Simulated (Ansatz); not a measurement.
Reaction (formal exchange of groups at the Si–O bond): `O=C[SiH](Cl)O[SiH3]` + `C=NBF` → `C=NB(F)[SiH3]` + `O=C[SiH](O)Cl`

Gas-phase electronic energies from Ansatz, PBE0-D4/def2-TZVP geometries. CCSD(T)/CBS adds triple-zeta CCSD(T) − MP2 to the extrapolated MP2 energy (def2 sets, frozen cores). DFT in def2-TZVPP. Each species was taken in one conformer, which may not be the lowest.

`O=C[SiH](Cl)O[SiH3]`:

Cartesian coordinates in Å:
```
O 0.600 -0.787 -1.751
C 0.970 -1.416 -0.790
Si 0.342 -0.902 0.949
Cl 2.010 -0.338 1.997
O -0.685 0.319 0.744
Si -1.061 1.568 -0.273
H 1.684 -2.261 -0.923
H -0.305 -2.006 1.687
H -1.776 2.576 0.547
H 0.172 2.166 -0.836
H -1.951 1.080 -1.352
```

`C=NBF`:

Cartesian coordinates in Å:
```
C -0.899 -0.470 0.830
N -0.041 -0.024 0.057
B 0.869 0.468 -0.840
F 2.155 0.599 -0.494
H -1.126 -1.541 0.885
H -1.471 0.185 1.498
H 0.513 0.783 -1.937
```

`C=NB(F)[SiH3]`:

Cartesian coordinates in Å:
```
C -1.861 -0.622 -1.035
N -0.684 -0.252 -0.909
B 0.598 0.156 -0.665
F 1.440 0.370 -1.690
Si 1.207 0.429 1.250
H -2.130 -1.683 -1.055
H -2.681 0.097 -1.136
H 1.662 1.832 1.463
H 2.348 -0.472 1.572
H 0.101 0.145 2.206
```

`O=C[SiH](O)Cl`:

Cartesian coordinates in Å:
```
O 0.774 -1.520 -0.930
C 0.658 -0.321 -1.018
Si -0.215 0.588 0.433
O -0.455 -0.554 1.562
Cl -1.955 1.332 -0.355
H 1.017 0.204 -1.930
H 0.531 1.725 1.006
H -0.354 -1.454 1.231
```

(1) Is it downhill or uphill in electronic energy at CCSD(T)/CBS, and by how much? (Best estimate.)

(2) What do these levels give: PBE-D4, PBE, PBE0, CCSD/def2-TZVPP, HF/CBS(def2), CCSD/CBS(def2)? (Estimate.)

Largest T1 diagnostic among the species: 0.015.

## Answers

(1) The calculation gave: Uphill: ΔE = +28.7 kcal/mol.

(2) Ansatz gave: PBE-D4 22.0, PBE 21.3, PBE0 24.0, CCSD/def2-TZVPP 29.5, HF/CBS(def2) 35.8, CCSD/CBS(def2) 29.7 kcal/mol.

From PBE to PBE0 (25 % exact exchange), in def2-TZVPP and without D4, ΔE moves by +2.7 kcal/mol. The D4 term adds +1.1 kcal/mol with B3LYP and +0.6 kcal/mol with PBE0; it sums over pairs of atoms, weighted by their polarisabilities, and B3LYP, whose exchange is more repulsive, gets the larger term.

B3LYP here is the variant with VWN-RPA as its local correlation; programs differ in this.
